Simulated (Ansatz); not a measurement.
Energy needed to pull apart HSeS (SMILES S[Se]), doublet, into free ground-state atoms, from the structure below (displaced at random from a GFN2-xTB minimum); no zero-point or spin–orbit terms; open-shell atoms are treated unrestricted, in their ground-state multiplicity.

```
atom    x (Å)    y (Å)    z (Å)
  S1  -0.3883  -0.5791  -0.1797
 Se2   1.3776  -0.0948   0.6682
  H3  -0.9471   0.3911  -0.3296
```

Ansatz 0.2.0; basis: def2-TZVPP; cores frozen in the correlated methods; orbitals are unrestricted. Filled d shells of the heavier atoms are correlated. The def2 sets are not built for correlating such inner shells, so the correlated values are less sure here.

```
   method  atomization energy (eV)
   PBE-D4                     5.98
  BLYP-D4                     5.73
r2SCAN-D4                        ?
  PBE0-D4                     5.76
  LC-wPBE                     5.44
  wB97M-V                     5.74
       HF                     2.90
      MP2                     5.42
     CCSD                        ?
  CCSD(T)                     5.32
```

What does r2SCAN-D4 give? (Judge from chemistry; the value comes from the calculation.)

By the calculation: 5.85 eV, which is about 0.54 eV more than CCSD(T)/def2-TZVPP.

What does CCSD give? (Judge from chemistry; the value comes from the calculation.)

Computed: 5.12 eV, which is about 0.20 eV less than CCSD(T)/def2-TZVPP.

In triple zeta the MP2 and coupled-cluster atomization energies are still short of their basis limit by a few kcal/mol a bond, whereas those of the functionals are nearly converged, so these differences are not deviations from converged CCSD(T).

T1 diagnostic: at most 0.016. ⟨S²⟩ of the unrestricted Hartree–Fock references: 0.77 (a pure state has 0.75).

For scale, one of the runs: CCSD(T)/def2-TZVPP forces, 104 basis functions (an equivalent command: `ansatz run in.yaml --threads 4`). Hardware: 4 CPU threads, shared host. Wall time 55 s; peak host memory 1.1 GiB.
